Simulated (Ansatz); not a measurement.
## Ansatz timings: InNH3Cl (SMILES [NH2][InH][Cl])

InNH3Cl: 6 atoms, total charge 0, spin state singlet. SMILES: `[NH2][InH][Cl]`. The shape is that of a PBE0-D4/def2-TZVP optimisation.

```xyz
6

N    -1.0208    0.1881   -0.5041
In    0.7921    0.1486    0.3279
Cl    0.9908   -1.7710    1.6492
H    -1.2194    0.7614   -1.3082
H    -1.5582   -0.6645   -0.5268
H     2.0575    1.2734    0.3158
```

Program: Ansatz 0.2.0. Hardware: 1 thread of Intel Xeon Platinum 8259CL at 2.50GHz (Skylake/Cascade Lake), shared host, so times are rough. Ansatz fits the integrals of SCF and DFT runs by default. Its times include its search for lower SCF states.

Question: Estimate their order by wall time, quickest first.
A. energy at r2SCAN/def2-SVPD (core potential)
B. energy at HF/STO-3G
C. energy at HF/def2-SVPD (core potential)

Answer: B (1.4 s), C (6.3 s), A (16 s).
